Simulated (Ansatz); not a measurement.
Species: TlCl (charge 0, singlet). 
Structure (B3LYP-D3(BJ)/def2-TZVP (Ansatz, a program for electronic structure) minimum search):
SMILES: [Cl][Tl]
```xyz
2

Tl     0.0000     0.0000    -0.4393
Cl     0.0000     0.0000     2.0929
```

Total electronic energies in hartree. Valence correlation only, unless marked. Spin-orbit coupling is left out. Frozen are the shells of the preceding noble gas and the d and f shells that filled before the atom's block. Past Kr the def2 sets carry scalar-relativistic core potentials. Basis-set limits of correlation are two-point, X^-3; Hartree-Fock from the larger set.

```csv
level,program,energy (Eh)
r2SCAN-D3(BJ)/def2-TZVPD,Ansatz + dftd3,-632.86119
PBE0-D4/def2-TZVP,Ansatz + dftd4,(withheld)
r2SCAN0-D4/def2-TZVPD,Ansatz + dftd4,-632.79667
wB97X-V/def2-TZVPD,Ansatz,-632.70815
B2GP-PLYP-D3(BJ)/def2-TZVPD,Ansatz + dftd3,(withheld)
MP2/def2-QZVPP,Ansatz,-631.37591
"MP2/CBS(def2-TZVPP,def2-QZVPP)",Ansatz,-631.3931
RI-MP2/def2-QZVPP,Ansatz,-631.37578
"CCSD(T)/CBS(def2-TZVPPD,def2-QZVPPD)",Ansatz,-631.4241
```

Fill in the missing entries.


- PBE0-D4/def2-TZVP, energy (Eh): -632.65876
- B2GP-PLYP-D3(BJ)/def2-TZVPD, energy (Eh): -632.22319
